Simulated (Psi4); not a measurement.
CrF₂O₂ (SMILES [O]=[Cr](=[O])([F])[F]), singlet, at a GFN2-xTB geometry (such geometries of metal compounds can be far from the true shape); WB97M-V/STO-3G in Psi4.

Input for Psi4:
```
memory 2 GB

molecule {
0 1
Cr    0.05209847   -0.00918190    0.01711959
O     1.23511899   -0.33445517   -0.92728600
O     0.50205912    0.02829272    1.49812372
F    -0.56708148    1.48699299   -0.39379254
F    -1.11600608   -1.19036352   -0.15927100
}

set {
  basis sto-3g
}

energy('wb97m-v')
print_variables()
```

Problem. Predict the main parts of the log of this Psi4 run.

Solution. 
```
   => Loading Basis Set <=

    Name: STO-3G
    Role: ORBITAL
    Keyword: BASIS

         ---------------------------------------------------------
                                   SCF
               by Justin Turney, Rob Parrish, Andy Simmonett
                          and Daniel G. A. Smith
                              RKS Reference
         ---------------------------------------------------------

  ==> Geometry <==

    Molecular point group: c1
    Full point group: C1

    Geometry (in Angstrom), charge = 0, multiplicity = 1:

       Center              X                  Y                   Z               Mass
    ------------   -----------------  -----------------  -----------------  -----------------
         CR           0.064269177417    -0.011326881630     0.021118891027    51.940506230000
         O            1.247289697417    -0.336600151630    -0.923286698973    15.994914619570
         O            0.514229827417     0.026147738370     1.502123021027    15.994914619570
         F           -0.554910772583     1.484848008370    -0.389793238973    18.998403162730
         F           -1.103835372583    -1.192508501630    -0.155271698973    18.998403162730

  Running in c1 symmetry.

  Rotational constants: A =      0.15231  B =      0.13609  C =      0.12992 [cm^-1]
  Rotational constants: A =   4566.25714  B =   4079.80842  C =   3894.77519 [MHz]
  Nuclear repulsion =  355.172805829559024

  Charge       = 0
  Multiplicity = 1
  Electrons    = 58
  Nalpha       = 29
  Nbeta        = 29

  ==> Algorithm <==

  SCF Algorithm Type is DF.
  DIIS enabled.
  MOM disabled.
  Fractional occupation disabled.
  Guess Type is SAD.
  Energy threshold   = 1.00e-06
  Density threshold  = 1.00e-06
  Integral threshold = 1.00e-12

  ==> Primary Basis <==

  Basis Set: STO-3G
    Blend: STO-3G
    Number of shells: 20
    Number of basis functions: 38
    Number of Cartesian functions: 39
    Spherical Harmonics?: true
    Max angular momentum: 2

  ==> DFT Potential <==

   => LibXC <=

    Version 7.1.2
    S. Lehtola, C. Steigemann, M. J. T. Oliveira, and M. A. L. Marques,  SoftwareX 7, 1–5 (2018) (10.1016/j.softx.2017.11.002)

   => Composite Functional: WB97M-V <=

    wB97M-V Hyb-GGA Exchange-Correlation Functional

    N. Mardirossian and M. Head-Gordon,  J. Chem. Phys. 144, 214110 (2016) (10.1063/1.4952647)

    Deriv               =              1
    GGA                 =           TRUE
    Meta                =           TRUE

    Exchange Hybrid     =           TRUE
    MP2 Hybrid          =          FALSE

   => Exchange-Correlation Functionals <=

    1.0000   wB97M-V exchange-correlation functional

   => Exact (HF) Exchange <=

    0.8500            HF,LR [omega = 0.3000]
    0.1500               HF

   => LibXC Density Thresholds  <==

    XC_HYB_MGGA_XC_WB97M_V:  1.00E-13

   => VV10 Non-Local Parameters <=

    VV10 B              =     6.0000E+00
    VV10 C              =     1.0000E-02

   => Molecular Quadrature <=

    Radial Scheme          =       TREUTLER
    Pruning Scheme         =           NONE
    Nuclear Scheme         =       TREUTLER

    Blocking Scheme        =         OCTREE
    BS radius alpha        =              1
    Pruning alpha          =              1
    Radial Points          =             75
    Spherical Points       =            302
    Total Points           =         106236
    Total Blocks           =            857
    Max Points             =            256
    Max Functions          =             35
    Weights Tolerance      =       1.00E-15

   => Loading Basis Set <=

    Name: (STO-3G AUX)
    Role: JKFIT
    Keyword: DF_BASIS_SCF

  ==> Integral Setup <==

  SCF_SUBTYPE=INCORE selected. In-core MEM_DF algorithm will be used.
  Using in-core AOs.

  ==> MemDFJK: Density-Fitted J/K Matrices <==

    J tasked:                   Yes
    K tasked:                   Yes
    wK tasked:                  Yes
    Omega:                3.000E-01
    Algorithm:                 Core
    Schwarz Cutoff:           1E-12
    Mask sparsity (%):       3.1856
    Fitting Condition:        1E-10

   => Auxiliary Basis Set <=

  Basis Set: (STO-3G AUX)
    Blend: DEF2-UNIVERSAL-JKFIT
    Number of shells: 158
    Number of basis functions: 572
    Number of Cartesian functions: 749
    Spherical Harmonics?: true
    Max angular momentum: 6

  Minimum eigenvalue in the overlap matrix is 2.5703954045E-01.
  Reciprocal condition number of the overlap matrix is 1.3131711876E-01.
    Using symmetric orthogonalization.

  ==> Pre-Iterations <==

  SCF Guess: Superposition of Atomic Densities via on-the-fly atomic UHF (no occupation information).

   -------------------------
    Irrep   Nso     Nmo
   -------------------------
     A         38      38
   -------------------------
    Total      38      38
   -------------------------

  ==> Iterations <==

                           Total Energy        Delta E     RMS |[F,P]|

   @DF-RKS iter SAD: -1376.46682003653723   -1.37647e+03   0.00000e+00
   @DF-RKS iter   1: -1377.77795928981254   -1.31114e+00   3.74461e-02 DIIS/ADIIS
   @DF-RKS iter   2: -1365.52927863600689    1.22487e+01   1.07134e-01 ADIIS
   @DF-RKS iter   3: -1377.26268448549195   -1.17334e+01   5.88477e-02 DIIS/ADIIS
   @DF-RKS iter   4: -1378.92141833597748   -1.65873e+00   9.50685e-03 DIIS/ADIIS
   @DF-RKS iter   5: -1378.93246073824616   -1.10424e-02   8.94294e-03 DIIS/ADIIS
   @DF-RKS iter   6: -1378.97307597086910   -4.06152e-02   3.93284e-04 DIIS/ADIIS
   @DF-RKS iter   7: -1378.97316600701879   -9.00361e-05   7.30244e-05 DIIS
   @DF-RKS iter   8: -1378.97316816240959   -2.15539e-06   5.86136e-05 DIIS
   @DF-RKS iter   9: -1378.97317013047450   -1.96806e-06   8.58144e-06 DIIS
   @DF-RKS iter  10: -1378.97317018924582   -5.87713e-08   8.62131e-07 DIIS
  Energy and wave function converged.

  ==> Post-Iterations <==

   Electrons on quadrature grid:
      Ntotal   =   57.9999769562 ; deviation = -2.304e-05

    Orbital Energies [Eh]
    ---------------------

    Doubly Occupied:

[...]
    Virtual:

[...]
    Final Occupation by Irrep:
              A
    DOCC [    29 ]
    NA   [    29 ]
    NB   [    29 ]

  @DF-RKS Final Energy: -1378.97317018924582

   => Energetics <=

    Nuclear Repulsion Energy =            355.1728058295590245
    One-Electron Energy =               -2606.9937121181201292
    Two-Electron Energy =                 938.9155157267369987
    DFT Exchange-Correlation Energy =     -66.3076338629837636
    Empirical Dispersion Energy =           0.0000000000000000
    VV10 Nonlocal Energy =                  0.2398542355621718
    Total Energy =                      -1378.9731701892458204

Computation Completed

Properties will be evaluated at   0.000000,   0.000000,   0.000000 [a0]

Properties computed using the SCF density matrix

 Multipole Moments:

 ------------------------------------------------------------------------------------
     Multipole            Electronic (a.u.)      Nuclear  (a.u.)        Total (a.u.)
 ------------------------------------------------------------------------------------

 L = 1.  Multiply by 2.5417464519 to convert [e a0] to [Debye]
 Dipole X            :         -1.7568585            1.3339598           -0.4228987
 Dipole Y            :          0.3096313           -0.2350988            0.0745325
 Dipole Z            :         -0.5773012            0.4383400           -0.1389613
 Magnitude           :                                                    0.4513409

 ------------------------------------------------------------------------------------

  Variable Map:
  ----------------------------------------------------------------------------
[...]
  Array Variable Map:
  ----------------------------------------------------------------------------
[...]
[...]
```
